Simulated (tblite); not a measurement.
F$_{5}$Sb, singlet, geometry from GFN2-xTB; IPEA1-xTB (tblite).

Here is a job for tblite.
```
$ tblite run mol.xyz --method ipea1 --charge 0 --spin 0 --json tblite.json --no-restart

# file mol.xyz
6

Sb    -0.00538098    -0.01804812    -0.00232090
F      1.27108124    -0.77244999     1.17556001
F     -1.28766979     0.72948715    -1.17818027
F      0.23534493     1.68191679     0.82082326
F      1.08319346    -0.49526191    -1.49023129
F     -1.32250323    -1.22629968     0.65862935
```

The log (banner, timings and long lists left out):

```
xTB calculator
 | screened Coulomb repulsion
 | Coulomb electrostatics
 |  * isotropic Klopman-Ohno-Mataga-Nishimoto electrostatics
 |  * onsite third-order electrostatics
 | DFT-D3(BJ) dispersion correction

halogen bonding energy    0.0000000000000E+00 Eh
repulsion energy          1.2069156502241E-02 Eh
dispersion energy        -1.4649119910807E-03 Eh
number of electrons       4.0000000000000E+01 e
integral cutoff           4.0000000000000E+01 bohr

------------------------------------------------------------
  cycle        total energy    energy error   density error
------------------------------------------------------------
      1     -28.92642158795  -2.8937026E+01   7.2346034E-01
      2     -29.33689267777  -4.1047109E-01   2.6495500E-01
      3     -29.35821913560  -2.1326458E-02   1.5160641E-01
      4     -29.35777223155   4.4690405E-04   1.9508266E-02
      5     -29.35831559181  -5.4336026E-04   1.5741204E-03
      6     -29.35831894884  -3.3570254E-06   1.3153631E-04
      7     -29.35831898176  -3.2924863E-08   5.0985693E-05
      8     -29.35831898483  -3.0684859E-09   9.2382432E-07
------------------------------------------------------------

electronic energy        -2.9368923229342E+01 Eh
total energy             -2.9358318984831E+01 Eh

Post processing:
 | Mayer-Wiberg bond orders

[Info] JSON dump of results written to 'tblite.json'
```
